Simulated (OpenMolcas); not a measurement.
## Yb⁴⁺: CASPT2 settings compared

* Program: OpenMolcas
* Basis: ANO-RCC-VQZP [9s8p6d4f3g2h]
* Scalar Hamiltonian: DKH2, point nucleus
* Active space: 12 electrons in 7 orbitals (4f)
* State averaging: 2S+1 = 3 even, 21 roots; 2S+1 = 1 even, 27 roots
* Spin-orbit coupling: state interaction with AMFI integrals over the reference wave functions, term energies averaged over their components

Methods on the same reference wave functions:
A. CASSCF
B. SS-CASPT2, IPEA 0 Eh, sigma1 regulariser 0.25 Eh (closed shells correlated: 5s 5p)
C. SS-CASPT2, IPEA 0.1 Eh, imaginary shift 0.2 Eh (closed shells correlated: none)
D. SS-CASPT2, IPEA 0.35 Eh, imaginary shift 0.5 Eh (closed shells correlated: 4d 5s 5p)

Energies in cm⁻¹ above 4f¹² ³H₆, the measured ground level; measured values from the list in Tchang-Brillet, Wyart, Meftah and Ait Mammar, Atoms 6, 52 (2018).

| Level | A | B | C | D | Measured |
| --- | --- | --- | --- | --- | --- |
| 4f¹² ³H₆ | 0.0 | 0.0 | 0.0 | 0.0 | 0.0 |
| 4f¹² ³F₄ [55 %] | 7291 | 6320 | 6740 | 6050 |  |
| 4f¹² ³H₅ | 9715 | 9740 | 9720 | 9740 | 9580 |
| 4f¹² ³H₄ [56 %] | 15226 | 14730 | 14940 | 14610 | 14405 |
| 4f¹² ³F₃ | 18317 | 16800 | 17530 | 16580 | 16372 |
| 4f¹² ³F₂ | 19610 | 17720 | 18640 | 17350 | 16877 |
| 4f¹² ¹G₄ [54 %] | 25081 | 24770 | 24810 | 24510 |  |
| 4f¹² ¹I₆ | 45255 | 42650 | 44010 | 41730 | 39038 |
| 4f¹² ³P₁ | 49856 | 44890 | 47300 | 43950 |  |
| 4f¹² ³P₂ [63 %] | 50970 | 46580 | 48700 | 45670 | 43120 |
| 4f¹² ³P₀ | 51420 | 46450 | 48860 | 45510 |  |

Deviations, from unrounded energies. A percentage is the sum of absolute deviations over the sum of measured energies, with the sign that they share, or ± where signs differ.

```
                        Against measurement  Levels      A     B      C     D
             mean absolute deviation (cm-1)       6   3300  1500   2400  1000
      fine structure of the ground term (%)       2   +4.0  +2.0   +2.8  +1.5
other terms of the ground configuration (%)       4  +16.2  +7.2  +11.7  +5.1
```

D lies closest to measurement on these levels and A furthest from it. The largest miss of D in the table is 4f¹² ¹I₆, by +2700 cm-1. The ranking rests on the paired levels alone, and a cruder setting can come out closer through cancelling errors.

Among B to D the level of the table that moves most is 4f¹² ³P₁, by 3300 cm-1 (lowest in D, highest in C). Moves below CASPT2's spread within the term are not significant.

The mean deviations of B to D differ by less than CASPT2's widest spread within a term (1600 cm-1), so their order carries little weight.

From A to B the spin-free energies of the other terms of 4f¹² shown, above ³H, scale by factors of 0.82 to 0.97, as is usual when dynamic correlation screens the repulsion within a d or f shell.

The lowest spin-free term lies below A's lowest term by 0.899 hartree in B, 0.412 hartree in C, 1.383 hartree in D.

CASPT2 does not keep the components of a term degenerate, so their means are used; among the terms shown or strongly mixed into the levels shown the widest spread is 1600 cm-1 (4f¹² ¹I, B). Without dynamic correlation excited terms often stand tens of per cent too high (terms of higher spin than the ground term too low), and those without a measured partner can miss by more than the paired ones (holds for A). The CASPT2 spread within a term exceeds the gap to the next term for 4f¹² ¹I and 4f¹² ³P, so the order of their levels is uncertain (holds for B; D). Measured partners are found by configuration, term and J. A level has none where our copy of the source lacks it or the pairing is in doubt (some pairs that miss far off the trend of their configuration count as doubtful), and it then counts in no deviation. Only configurations of the active space appear. The table leaves out levels that lie high or whose names do not pair safely across all columns.

A share in square brackets marks a mixed level and gives the weight of the term that names it, the lowest over the columns.
